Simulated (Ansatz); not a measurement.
`C=N[SiH2]C` + dimethylamine → `C[SiH2]N(C)C` + `C=N` at 298.15 K and 1 bar (ligand exchange at the Si–N bond).

Isolated molecules relaxed with PBE0-D4/def2-TZVP in Ansatz; ΔE leaves out vibrations. CCSD(T)/CBS adds triple-zeta CCSD(T) − MP2 to the extrapolated MP2 energy (def2 sets, frozen cores). This one scheme is used for every species. Each species was taken in one conformer, which may not be the lowest.

| species | CCSD(T)/CBS energy (Eh) | H − E (kJ/mol) | S (J/(mol·K)) |
| --- | --- | --- | --- |
| `C=N[SiH2]C` | -424.09492 | 240.1 | 320.7 |
| `CNC` | -135.00321 | 256.9 | 271.4 |
| `C[SiH2]N(C)C` | -464.57799 | 381.6 | 365.8 |
| `C=N` | -94.52360 | 115.3 | 227.0 |

H − E and S are ideal-gas, rigid-rotor, harmonic terms from PBE0-D4/def2-TZVP, for one conformer and one mirror image of each species. 1 Eh = 2625.50 kJ/mol, R = 8.31446 J/(mol·K).

By hand: ΔE, ΔH, ΔS and ΔG.

ΔE = (-464.57799) + (-94.52360) − (-424.09492) − (-135.00321) = -0.00346 Eh = -9.1 kJ/mol. Δ(H − E) = 381.6 + 115.3 − 240.1 − 256.9 = -0.1, so ΔH = -9.2 kJ/mol. ΔS = 365.8 + 227.0 − 320.7 − 271.4 = 0.7 J/(mol·K). ΔG = -9.2 − 298.15 × (0.7)/1000 = -9.4 kJ/mol.

By hand: the equilibrium constant, and the temperature at which ΔG would vanish if ΔH and ΔS stayed fixed.

log₁₀ K = −ΔG/(RT ln 10) = 1.6. ΔH and −TΔS have one sign here, so there is no such temperature. One of them is within its doubt of zero, so this could turn.

The number of gas molecules stays the same, so ΔS is small and ΔH decides. A doubt of 5 kJ/mol in ΔE shifts log₁₀ K by 0.9 here. Other conformers and mirror images would add mixing entropy, several J/(mol·K) or more a flexible species. Modes under 60 cm⁻¹, often nearly free rotors, make the harmonic entropy too high. These are equilibria of isolated gas molecules and say nothing of rates. Largest T1 diagnostic: 0.012 (customary marks: 0.02 for closed shells, 0.045 for open ones).
